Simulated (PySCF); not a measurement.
# Polarisability and C₆ of Cd⁺ (cadmium, charge +1)

[Kr] 4d10 5s1, 2S determinant. Calculation: PySCF 2.14, in aug-cc-pwCVTZ-PP with ECP28MDF; scalar relativity through the core potential. Coupled (time-dependent) response in atomic units; α is the mean over directions.

| method | mean α (bohr³) | C₆ (like pair) | S(−4) |
| --- | --- | --- | --- |
| CAM-B3LYP | 22.61 | 131.7 | 357.3 |

S(−4) is the Cauchy moment in α(ω) = α(0) + S(−4) ω² + …

α(iu) at CAM-B3LYP:

```tsv
u (hartree)	α(iu) (bohr³)
0	22.61
0.0500	21.77
0.100	19.66
0.200	14.79
0.300	11.25
0.500	7.474
0.750	5.307
1.00	4.116
1.50	2.764
2.00	1.994
3.00	1.169
5.00	0.5305
```

A single London oscillator, α(iu) = α/(1 + u²/ω²), gives C₆ = (3/4) ω α². Matching the computed C₆ needs ω = 4 × 131.7 / (3 × 22.61²) = 0.343 hartree.

For an ion, C₆ is the dispersion term alone; charge-induced terms of lower order in 1/R come first.

Energies and moments cover only the electrons outside the core potential.
